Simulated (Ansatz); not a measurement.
`C[SiH](N)Cl` + `[SiH3]`• → `C[Si](N)Cl`• + SiH₄ at 500 K and 1 bar (hydrogen abstraction from the Si–H bond).

Program: Ansatz. Geometries: PBE0-D4/def2-TZVP. ΔE: electronic, gas phase. CBS: MP2 limit from def2 TZ/QZ plus the TZ coupled-cluster correction, frozen cores. This one scheme is used for every species. No spin–orbit coupling; open shells (•) take unrestricted orbitals. Each species was taken in one conformer, which may not be the lowest.

| species | CCSD(T)/CBS energy (Eh) | H − E (kJ/mol) | S (J/(mol·K)) |
| --- | --- | --- | --- |
| `C[SiH](N)Cl` | -845.32705 | 237.6 | 392.8 |
| `[SiH3]`• | -290.80808 | 75.1 | 240.4 |
| `C[Si](N)Cl`• | -844.66855 | 211.2 | 397.8 |
| SiH₄ | -291.46306 | 102.4 | 230.9 |

H − E and S are ideal-gas, rigid-rotor, harmonic terms from PBE0-D4/def2-TZVP, for one conformer and one mirror image of each species, with the whole ground term of open shells counted as degenerate. 1 Eh = 2625.50 kJ/mol, R = 8.31446 J/(mol·K).

By hand: ΔE, ΔH, ΔS and ΔG.

ΔE = (-844.66855) + (-291.46306) − (-845.32705) − (-290.80808) = 0.00352 Eh = 9.2 kJ/mol. Δ(H − E) = 211.2 + 102.4 − 237.6 − 75.1 = 0.9, so ΔH = 10.1 kJ/mol. ΔS = 397.8 + 230.9 − 392.8 − 240.4 = -4.5 J/(mol·K). ΔG = 10.1 − 500 × (-4.5)/1000 = 12.3 kJ/mol.

By hand: the equilibrium constant, and the temperature at which ΔG would vanish if ΔH and ΔS stayed fixed.

log₁₀ K = −ΔG/(RT ln 10) = -1.3. ΔH and −TΔS have one sign here, so there is no such temperature. One of them is within its doubt of zero, so this could turn.

The number of gas molecules stays the same, so ΔS is small and ΔH decides. A doubt of 5 kJ/mol in ΔE shifts log₁₀ K by 0.5 here. Other conformers and mirror images would add mixing entropy, several J/(mol·K) or more a flexible species. These are equilibria of isolated gas molecules and say nothing of rates. Largest T1 diagnostic: 0.015 (customary marks: 0.02 for closed shells, 0.045 for open ones).
